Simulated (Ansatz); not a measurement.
`[Cl][GeH2][Cl]` + H₂ → `[Cl][GeH3]` + HCl at 500 K and 1 bar (hydrogenolysis of a Ge–Cl bond).

Computed with Ansatz on PBE0-D4/def2-TZVP structures; ΔE is electronic, products minus reactants. CCSD(T)/CBS is the MP2 limit (def2-TZVPP, def2-QZVPP) plus CCSD(T) − MP2 in def2-TZVPP, frozen cores. This one scheme is used for every species. For Ge outer-core shells are correlated without core-valence functions, which leaves a few kJ/mol of doubt a bond. Scalar relativity is left out up to krypton.

```tsv
species	CCSD(T)/CBS energy (Eh)	H − E (kJ/mol)	S (J/(mol·K))
`[Cl][GeH2][Cl]`	-2996.94498	78.7	339.3
H₂	-1.17544	41.0	145.5
`[Cl][GeH3]`	-2537.71925	89.2	296.4
HCl	-460.38127	32.5	201.9
```

H − E and S are ideal-gas, rigid-rotor, harmonic terms from PBE0-D4/def2-TZVP. The MP2-based limit puts H₂ 0.8 mEh under its directly extrapolated value; such offsets cancel only in part. 1 Eh = 2625.50 kJ/mol, R = 8.31446 J/(mol·K).

Problem. By hand: ΔE, ΔH, ΔS and ΔG.

Solution. ΔE = (-2537.71925) + (-460.38127) − (-2996.94498) − (-1.17544) = 0.01990 Eh = 52.2 kJ/mol. Δ(H − E) = 89.2 + 32.5 − 78.7 − 41.0 = 2.0, so ΔH = 54.2 kJ/mol. ΔS = 296.4 + 201.9 − 339.3 − 145.5 = 13.5 J/(mol·K). ΔG = 54.2 − 500 × (13.5)/1000 = 47.5 kJ/mol.

Problem. By hand: the equilibrium constant, and the temperature at which ΔG would vanish if ΔH and ΔS stayed fixed.

Solution. log₁₀ K = −ΔG/(RT ln 10) = -5.0. ΔG = 0 at ΔH/ΔS = 4015 K, far beyond where these terms or the molecules hold.

The number of gas molecules stays the same, so ΔS is small and ΔH decides. A doubt of 5 kJ/mol in ΔE shifts log₁₀ K by 0.5 here. These are equilibria of isolated gas molecules and say nothing of rates. Largest T1 diagnostic: 0.010 (customary marks: 0.02 for closed shells, 0.045 for open ones).
